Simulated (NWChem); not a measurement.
Species: SnH3OF; SMILES [SnH2]([F])[OH]

```xyz
6

Sn    -0.2883    -0.0031    -0.0019
O      0.9309    -1.5520    -0.0562
F      0.8554     1.5659    -0.0173
H     -1.1389    -0.0405    -1.4726
H     -1.1322     0.0967     1.4806
H      1.5396    -1.5792     0.6911
```
Atoms are numbered in this order, from 1.

Program: NWChem. All runs use the structure optimised with PBE0/def2-SVP. def2 effective core potentials on Sn; no spin-orbit coupling. LC-ωPBE (HJS hole) with def2-SVP; x = 1 − exp(−ω/0.25 bohr⁻¹) is a scale chosen for this fit.

```csv
row,x,−ε(HOMO) (eV)
ω = 0.10,0.330,8.40
ω = 0.15,0.451,9.07
ω = 0.20,0.551,withheld
ω = 0.30,0.699,10.70
```

Problem. Fit a straight line of the last column on the one before it, predict the withheld value, and compare with the run.

Solution. 
1. Means of the 3 shown rows: x = 0.4933, y = 9.390. Slope Σ(x − x̄)(y − ȳ)/Σ(x − x̄)² = 0.4447/0.07077 = 6.283; intercept 6.290.
2. The shown rows scatter about the line by 0.039 (root mean square); the largest residual is -0.05, at ω = 0.15.
3. At x = 0.551 (ω = 0.20; inside the shown range) the line gives 9.75.
4. The run gives 9.67, -0.08 from the line, 2.1 times the scatter.
